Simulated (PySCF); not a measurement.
From one molecule to another.

First species: C₇H₉N.
Numbering: `[CH2:1]=[C:2](/[CH:3]=[CH:4]\[C:5]#[N:6])[CH2:7][CH3:8]` (hydrogens: H9, H10 on C1; H11 on C3; H12 on C4; H13, H14 on C7; H15, H16, H17 on C8)

Second species: C₇H₉N.
SMILES: `NCC1=C[C@@H]2[C@@H]3[C@H]1[C@H]23`

Levels: wB97X-D/def2-SVPD for HOMO energy, LUMO energy, HOMO–LUMO gap and static isotropic polarisability; TDDFT wB97X-D/def2-SVPD for lowest singlet excitation. Geometries: PBE0-D3(BJ)/def2-SVP. Each species is one conformer at its optimised geometry, gas phase, non-relativistic unless stated; the electronic structure was computed with PySCF and density fitting.

Dipoles, sizes and rotational constants follow the conformer. The torsions of the flexible species, by atom-mapped SMILES:
- `[CH2:1]=[C:2](/[CH:3]=[CH:4]\[C:5]#[N:6])[CH2:7][CH3:8]`: C1–C2–C3–C4 175°, C1–C2–C7–C8 101°

The conformers of `NCC1=C[C@@H]2[C@@H]3[C@H]1[C@H]23` aren't listed.

```
                       property  column X  column Y
                    HOMO energy  -7.98 eV  -8.99 eV
                    LUMO energy   1.98 eV  -0.42 eV
                  HOMO–LUMO gap   9.96 eV   8.57 eV
      lowest singlet excitation   5.65 eV   5.09 eV
static isotropic polarisability   81.7 au   94.6 au
```

Problem. Which column belongs to which species?

Solution. Column X is the second species and column Y the first. The first has 17 atoms and 58 electrons, the second 17 and 58.

Problem. How does each property change from the first species to the second?

Solution. HOMO energy +1.01 eV; LUMO energy +2.40 eV; HOMO–LUMO gap +1.39 eV; lowest singlet excitation +0.56 eV; static isotropic polarisability -12.9 au.

On the first: The principal polarisabilities are 63.2, 85.5 and 135.3 au; their mean is the isotropic value. No computed singlet falls in the visible range (750 to 380 nm, 1.65 to 3.26 eV); S1 lies 1.83 eV above its blue end.

On the second: S1 lies 4.31 eV below the HOMO–LUMO gap; its leading configuration is HOMO→LUMO, weight 0.92. The polarisability is 12.11 Å³ as a volume (1 au = 0.148185 Å³), or 1.41 au for each of the 58 electrons.
